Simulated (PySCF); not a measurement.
TaBr4, SMILES [Br][Ta]([Br])([Br])[Br] (connectivity only; charge and spin as stated), neutral, multiplicity 2.

Coordinates come from a r2SCAN-D4/def2-SVP optimisation. The multiplicity is an assumed one; other spin states were not compared. The def2 effective core potentials stand for the cores of Ta; spin–orbit coupling is left out.

Two levels are set side by side: PBE/def2-TZVP (PySCF) and ωB97X/def2-TZVP (PySCF). Same geometry, gas phase. Differences are taken from unrounded values.

```
quantity                     ωB97X    PBE  PBE minus ωB97X
---------------------------  -----  -----  ---------------
α-spin orbital gap (eV)       6.86   0.36            -6.50
β-spin orbital gap (eV)       9.92   3.75            -6.17
mean polarisability (bohr³)  124.9  133.2              8.3
```

PBE's more diffuse valence density responds more strongly to a field. Differences between two approximate levels are no errors against the true value.

Rough cost on one machine, each run with all the roots and properties that it gave: ωB97X against PBE within a factor of 2.
